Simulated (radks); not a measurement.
Values are calculated unless marked as measured or tabulated.
Re V, 71 electrons, occupied as [Kr] 4d10 4f14 5s1.75 5p6 5d3 6d0.25 (fractional occupations, a model configuration). Code: a radial shooting solver on a logarithmic mesh with Libxc functionals. Model: scalar-relativistic Kohn-Sham, PBE, spin-polarised, spherical densities, finite nucleus; open shells are filled with parallel spins first (spin-orbit coupling, left out, can overturn this in heavy ions); Fermi nuclear charge, rms radius 5.3698 fm.

Normalised radial functions P(r) = r R(r), r in bohr:

```
   r/bohr * 5p down, o 4f down (the largest magnitude, 1.33, reaches the edge; | marks zero, & curves that meet)
 0.001455                             &
 0.001694                             &
 0.001988                             &
 0.002314                             &
 0.002716                             &
 0.003162                             &
 0.003681                             &
 0.004319                             &
 0.005029                             o*
 0.005901                             o*
  0.00687                             o*
 0.007997                             o*
 0.009385                             o*
  0.01093                             o *
  0.01282                             o *
  0.01493                             o  *
  0.01738                             o  *
  0.02039                             o   *
  0.02374                             o   *
  0.02786                             o    *
  0.03243                             o    *
  0.03776                             o     *
  0.04431                             o    *
  0.05158                             |o   *
  0.06053                             |o *
  0.07047                             |&
  0.08203                            *| o
  0.09627                         *   |  o
   0.1121                       *     |    o
   0.1305                     *       |      o
   0.1531                     *       |         o
   0.1782                       *     |            o
   0.2092                           * |               o
   0.2435                             |  *                o
   0.2835                             |      *               o
   0.3327                             |          *              o
   0.3873                             |          *               o
   0.4545                             |       *                  o
   0.5291                             |  *                      o
   0.6159                        *    |                      o
   0.7228                *            |                  o
   0.8415          *                  |               o
   0.9875       *                     |           o
     1.15        *                    |        o
    1.338          *                  |     o
     1.57               *             |  o
    1.828                   *         | o
    2.146                       *     |o
    2.498                          *  o
    2.908                            *o
    3.412                             &
    3.972                             &
    4.662                             &
    5.427                             &
    6.318                             &
    7.414                             &
    8.631                             &
    10.13                             &
    11.79                             &
```

5p down: eigenvalue -91.588 eV, 3 radial nodes at r = 0.0777, 0.225, 0.559 bohr, <r> = 1.18 bohr, 90 % of the charge inside 1.70 bohr. 4f down: eigenvalue -89.695 eV, 0 radial nodes, <r> = 0.575 bohr, 90 % of the charge inside 0.943 bohr.
